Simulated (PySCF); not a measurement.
Trend along the chalcogens: MSn molecules

PBE0 with triple-zeta basis sets in PySCF, for the lowest determinant that a PBE0 search found; no spin–orbit coupling. De refers to high-spin ground-configuration atoms. A positive dipole means M(−)Sn(+).

```csv
M,basis,state (unpaired electrons),Re (Å),ωe (cm⁻¹),De (eV),μ (D)
O,def2-TZVPP,singlet (closed shell),1.818,873,5.34,4.24
S,x2c-TZVPPall,singlet (closed shell),2.205,504,4.99,3.34
Se,def2-TZVPP,singlet (closed shell),2.325,339,4.60,3.13
```

The shortest bond is that of SnO (1.818 Å), the longest that of SnSe (2.325 Å).

The rows differ in basis set, which adds steps of its own.

Down a group the atoms grow and get heavier, so bonds lengthen and wavenumbers fall; this series shows no clear exception.

These are scalar-relativistic numbers at best; spin–orbit coupling would shift them, the dissociation energy most.
